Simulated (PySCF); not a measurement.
Bonding in `CS[SiH2][SiH2]C#N`

Species: C₂H₇NSSi₂.
SMILES with atom numbers: `[CH3:1][S:2][SiH2:3][SiH2:4][C:5]#[N:6]` (hydrogens: H7, H8, H9 on C1; H10, H11 on Si3; H12, H13 on Si4)

Structure used (GFN2-xTB), in Å, numbered top down from 1:
```
atom  x, y, z in Å
C1    -2.926    0.240   -0.259
S2    -1.537   -0.661   -1.003
Si3    0.103    0.257    0.046
Si4    2.016   -0.753   -0.763
C5     3.397    0.051    0.200
N6     4.225    0.563    0.805
H7    -2.830    1.300   -0.474
H8    -2.940    0.069    0.813
H9    -3.832   -0.151   -0.711
H10   -0.175    0.062    1.472
H11   -0.016    1.696   -0.207
H12    2.163   -2.186   -0.492
H13    2.346   -0.489   -2.166
```

Bond orders from the PBE0/pcSseg-1 density (PySCF). One conformer (not necessarily the lowest) at the GFN2-xTB geometry, without solvent, vibrations or thermal averaging.

**Question.** How far do the computed orders between heavy atoms stray from the drawn ones?

**Answer.** The largest departure is 0.177, at Si4–C5 (drawn single, 0.823). Drawn single, order below 0.88: Si4–C5 (0.823).

**Question.** Give the Mayer order of every bond, beside its length.

**Answer.** 
| bond | drawn as | length (Å) | Mayer order |
| --- | --- | --- | --- |
| C1–S2 | single | 1.815 | 0.992 |
| S2–Si3 | single | 2.152 | 0.979 |
| Si3–Si4 | single | 2.310 | 0.905 |
| Si4–C5 | single | 1.866 | 0.823 |
| C5–N6 | triple | 1.146 | 2.932 |
| C1–H7 | single | 1.086 | 0.949 |
| C1–H8 | single | 1.086 | 0.949 |
| C1–H9 | single | 1.085 | 0.957 |
| Si3–H10 | single | 1.466 | 0.907 |
| Si3–H11 | single | 1.466 | 0.906 |
| Si4–H12 | single | 1.466 | 0.943 |
| Si4–H13 | single | 1.466 | 0.943 |

**Question.** Sum the orders of all bonds at each heavy atom with more than one neighbour and set the sums beside the valence in the SMILES.

**Answer.** C1 3.847 (drawn 4), S2 1.971 (drawn 2), Si3 3.697 (drawn 4), Si4 3.614 (drawn 4), C5 3.755 (drawn 4). Orders between atoms that aren't bonded are not in these sums.

For a closed shell the Mayer order of atoms A and B is Σ (PS)μν (PS)νμ over the basis functions μ on A and ν on B, with P the density and S the overlap matrix.
